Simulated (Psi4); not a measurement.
Cl2Si, singlet, at a GFN2-xTB geometry; Psi4 with PBE0/def2-TZVPP.

Psi4 was given this input:
```
memory 2 GB

molecule mol {
0 1
  Si    0.051662   -0.039928    0.921536
  Cl    1.004528    1.223868   -0.384648
  Cl   -1.047073   -1.190987   -0.374264
}

set basis def2-tzvpp
set reference rks

energy('pbe0')
print_variables()
```

Problem. Write the output that Psi4 gives for this input, abridged.

Solution. 
```
   => Loading Basis Set <=

    Name: DEF2-TZVPP
    Role: ORBITAL
    Keyword: BASIS

         ---------------------------------------------------------
                                   SCF
               by Justin Turney, Rob Parrish, Andy Simmonett
                          and Daniel G. A. Smith
                              RKS Reference
         ---------------------------------------------------------

  ==> Geometry <==

    Molecular point group: cs
    Full point group: Cs

    Geometry (in Angstrom), charge = 0, multiplicity = 1:

       Center              X                  Y                   Z               Mass
    ------------   -----------------  -----------------  -----------------  -----------------
         SI          -0.003060786934    -0.931587022642     0.000000000000    27.976926534650
         CL          -1.583120168838     0.377864364422     0.000000000000    34.968852682000
         CL           1.585568959823     0.367454389102     0.000000000000    34.968852682000

  Running in cs symmetry.

  Rotational constants: A =      0.49592  B =      0.09602  C =      0.08045 [cm^-1]
  Rotational constants: A =  14867.20851  B =   2878.73612  C =   2411.74933 [MHz]
  Nuclear repulsion =  171.007922172032437

  Charge       = 0
  Multiplicity = 1
  Electrons    = 48
  Nalpha       = 24
  Nbeta        = 24

  ==> Algorithm <==

  SCF Algorithm Type is DF.
  DIIS enabled.
  MOM disabled.
  Fractional occupation disabled.
  Guess Type is SAD.
  Energy threshold   = 1.00e-06
  Density threshold  = 1.00e-06
  Integral threshold = 1.00e-12

  ==> Primary Basis <==

  Basis Set: DEF2-TZVPP
    Blend: DEF2-TZVPP
    Number of shells: 42
    Number of basis functions: 126
    Number of Cartesian functions: 144
    Spherical Harmonics?: true
    Max angular momentum: 3

  ==> DFT Potential <==

   => LibXC <=

    Version 7.1.2
    S. Lehtola, C. Steigemann, M. J. T. Oliveira, and M. A. L. Marques,  SoftwareX 7, 1–5 (2018) (10.1016/j.softx.2017.11.002)

   => Composite Functional: PBE0 <=

    PBE0 Hyb-GGA Exchange-Correlation Functional

    C. Adamo and V. Barone,  J. Chem. Phys. 110, 6158 (1999) (10.1063/1.478522)
    M. Ernzerhof and G. E. Scuseria,  J. Chem. Phys. 110, 5029 (1999) (10.1063/1.478401)

    Deriv               =              1
    GGA                 =           TRUE
    Meta                =          FALSE

    Exchange Hybrid     =           TRUE
    MP2 Hybrid          =          FALSE

   => Exchange Functionals <=

    0.7500   Perdew, Burke & Ernzerhof

   => Exact (HF) Exchange <=

    0.2500               HF

   => Correlation Functionals <=

    1.0000   Perdew, Burke & Ernzerhof

   => LibXC Density Thresholds  <==

    XC_HYB_GGA_XC_PBEH:  1.00E-15

   => Molecular Quadrature <=

    Radial Scheme          =       TREUTLER
    Pruning Scheme         =           NONE
    Nuclear Scheme         =       TREUTLER

    Blocking Scheme        =         OCTREE
    BS radius alpha        =              1
    Pruning alpha          =              1
    Radial Points          =             75
    Spherical Points       =            302
    Total Points           =          63584
    Total Blocks           =            553
    Max Points             =            255
    Max Functions          =            115
    Weights Tolerance      =       1.00E-15

   => Loading Basis Set <=

    Name: (DEF2-TZVPP AUX)
    Role: JKFIT
    Keyword: DF_BASIS_SCF

  ==> Integral Setup <==

  SCF_SUBTYPE=INCORE selected. In-core MEM_DF algorithm will be used.
  Using in-core AOs.

  ==> MemDFJK: Density-Fitted J/K Matrices <==

    J tasked:                   Yes
    K tasked:                   Yes
    wK tasked:                   No
    Algorithm:                 Core
    Schwarz Cutoff:           1E-12
    Mask sparsity (%):       5.2154
    Fitting Condition:        1E-10

   => Auxiliary Basis Set <=

  Basis Set: (DEF2-TZVPP AUX)
    Blend: DEF2-UNIVERSAL-JKFIT
    Number of shells: 114
    Number of basis functions: 384
    Number of Cartesian functions: 465
    Spherical Harmonics?: true
    Max angular momentum: 4

  Minimum eigenvalue in the overlap matrix is 5.3905473119E-03.
  Reciprocal condition number of the overlap matrix is 1.3108390315E-03.
    Using symmetric orthogonalization.

  ==> Pre-Iterations <==

  SCF Guess: Superposition of Atomic Densities via on-the-fly atomic UHF (no occupation information).

   -------------------------
    Irrep   Nso     Nmo
   -------------------------
     A'        84      84
     A"        42      42
   -------------------------
    Total     126     126
   -------------------------

  ==> Iterations <==

                           Total Energy        Delta E     RMS |[F,P]|

   @DF-RKS iter SAD: -1209.34668059672754   -1.20935e+03   0.00000e+00
   @DF-RKS iter   1: -1209.52533329093876   -1.78653e-01   4.71882e-03 DIIS/ADIIS
   @DF-RKS iter   2: -1209.54370591296993   -1.83726e-02   3.25087e-03 DIIS/ADIIS
   @DF-RKS iter   3: -1209.57113153161799   -2.74256e-02   4.39537e-04 DIIS/ADIIS
   @DF-RKS iter   4: -1209.57185097831280   -7.19447e-04   9.15958e-05 DIIS
   @DF-RKS iter   5: -1209.57188277109412   -3.17928e-05   3.25315e-05 DIIS
   @DF-RKS iter   6: -1209.57188719521605   -4.42412e-06   6.70460e-06 DIIS
   @DF-RKS iter   7: -1209.57188737147180   -1.76256e-07   9.16089e-07 DIIS
  Energy and wave function converged.

  ==> Post-Iterations <==

   Electrons on quadrature grid:
      Ntotal   =   48.0000002578 ; deviation = 2.578e-07

    Orbital Energies [Eh]
    ---------------------

    Doubly Occupied:

       1Ap  -101.713604     2Ap  -101.713603     3Ap   -66.329443
       4Ap    -9.541358     5Ap    -9.541358     6Ap    -7.271910
       7Ap    -7.271906     1App   -7.269505     2App   -7.269505
       8Ap    -7.267793     9Ap    -7.267793    10Ap    -5.400767
       3App   -3.736176    11Ap    -3.733455    12Ap    -3.730479
      13Ap    -0.879321    14Ap    -0.850708    15Ap    -0.529873
      16Ap    -0.429203    17Ap    -0.393383     4App   -0.389073
       5App   -0.357846    18Ap    -0.339655    19Ap    -0.281145

    Virtual:

       6App   -0.101709    20Ap     0.003694    21Ap     0.018226
      22Ap     0.129585     7App    0.155082    23Ap     0.164257
      24Ap     0.166958     8App    0.187439    25Ap     0.212616
       9App    0.217314    26Ap     0.225714    27Ap     0.228370
      28Ap     0.346560    10App    0.351624    11App    0.365363
      29Ap     0.367022    30Ap     0.370615    31Ap     0.402403
      12App    0.415353    13App    0.437506    32Ap     0.476580
      33Ap     0.496819    34Ap     0.523799    14App    0.569927
      15App    0.586177    35Ap     0.607806    36Ap     0.622442
      37Ap     0.667860    16App    0.910651    17App    0.912458
      38Ap     0.920086    39Ap     0.928680    40Ap     0.960858
      18App    1.010894    41Ap     1.038203    42Ap     1.071326
      43Ap     1.093538    44Ap     1.120272    19App    1.142385
      20App    1.246144    45Ap     1.264624    46Ap     1.264893
      21App    1.268539    47Ap     1.375091    48Ap     1.586564
      49Ap     1.730930    22App    1.745251    23App    1.748619
      50Ap     1.757214    24App    1.833008    25App    1.845313
      51Ap     1.852794    52Ap     1.854263    53Ap     1.905814
      54Ap     1.911460    26App    2.073139    27App    2.076035
      28App    2.077484    55Ap     2.078394    56Ap     2.080903
      57Ap     2.108328    58Ap     2.123487    29App    2.205943
      59Ap     2.209022    30App    2.216070    31App    2.221586
      60Ap     2.264663    61Ap     2.278152    62Ap     2.323871
      32App    2.418364    33App    2.445058    63Ap     2.470352
      64Ap     2.581048    65Ap     2.671386    66Ap     2.885281
      34App    4.325479    35App    4.336307    67Ap     4.359361
      68Ap     4.420358    69Ap     4.897346    36App    5.998047
      70Ap     6.153021    71Ap     6.256000    72Ap     8.050807
      37App    8.056766    38App    8.059070    73Ap     8.069238
      39App    8.147365    40App    8.158648    74Ap     8.165618
      75Ap     8.170665    76Ap     8.176458    77Ap     8.198911
      78Ap     9.988598    41App   10.740449    42App   10.747655
      79Ap    10.763990    80Ap    10.771678    81Ap    11.157414
      82Ap    11.383841    83Ap    24.791814    84Ap    24.899589

    Final Occupation by Irrep:
             Ap   App
    DOCC [    19,    5 ]
    NA   [    19,    5 ]
    NB   [    19,    5 ]

  @DF-RKS Final Energy: -1209.57188737147180

   => Energetics <=

    Nuclear Repulsion Energy =            171.0079221720324369
    One-Electron Energy =               -2013.0179052410048826
    Two-Electron Energy =                 690.5954782880702396
    DFT Exchange-Correlation Energy =     -58.1573825905695685
    Empirical Dispersion Energy =           0.0000000000000000
    VV10 Nonlocal Energy =                  0.0000000000000000
    Total Energy =                      -1209.5718873714715755

Computation Completed

Properties will be evaluated at   0.000000,   0.000000,   0.000000 [a0]

Properties computed using the SCF density matrix

 Multipole Moments:

 ------------------------------------------------------------------------------------
     Multipole            Electronic (a.u.)      Nuclear  (a.u.)        Total (a.u.)
 ------------------------------------------------------------------------------------

 L = 1.  Multiply by 2.5417464519 to convert [e a0] to [Debye]
 Dipole X            :          0.0014005           -0.0023084           -0.0009080
 Dipole Y            :          0.4266329           -0.7025992           -0.2759664
 Dipole Z            :          0.0000000            0.0000000            0.0000000
 Magnitude           :                                                    0.2759679

 ------------------------------------------------------------------------------------

  Variable Map:
  ----------------------------------------------------------------------------
  "CURRENT ENERGY"              =>   -1209.571887371472
  "CURRENT REFERENCE ENERGY"    =>   -1209.571887371472
  "DD SOLVATION ENERGY"         =>       0.000000000000
  "DFT FUNCTIONAL TOTAL ENERGY" =>   -1209.571887371472
  "DFT TOTAL ENERGY"            =>   -1209.571887371472
  "DFT VV10 ENERGY"             =>       0.000000000000
  "DFT XC ENERGY"               =>     -58.157382590570
  "GRID ELECTRONS ALPHA"        =>      24.000000128901
  "GRID ELECTRONS BETA"         =>      24.000000128901
  "GRID ELECTRONS TOTAL"        =>      48.000000257801
  "NUCLEAR REPULSION ENERGY"    =>     171.007922172032
  "ONE-ELECTRON ENERGY"         =>   -2013.017905241005
  "PCM POLARIZATION ENERGY"     =>       0.000000000000
  "PE ENERGY"                   =>       0.000000000000
  "SCF ITERATION ENERGY"        =>   -1209.571887371472
  "SCF ITERATIONS"              =>       7.000000000000
  "SCF TOTAL ENERGY"            =>   -1209.571887371472
  "TWO-ELECTRON ENERGY"         =>     690.595478288070
  "XC GRID RADIAL POINTS"       =>      75.000000000000
  "XC GRID SPHERICAL POINTS"    =>     302.000000000000
  "XC GRID TOTAL POINTS"        =>   63584.000000000000

  Array Variable Map:
  ----------------------------------------------------------------------------
  "CURRENT DIPOLE"              =>      -0.000907974411 ... 0.000000000000 1 by 3
  "SCF DIPOLE"                  =>      -0.000907974411 ... 0.000000000000 1 by 3
  "SCF TOTAL ENERGIES"          =>   -1209.346680596728 ... -1209.571887371472 1 by 8
```
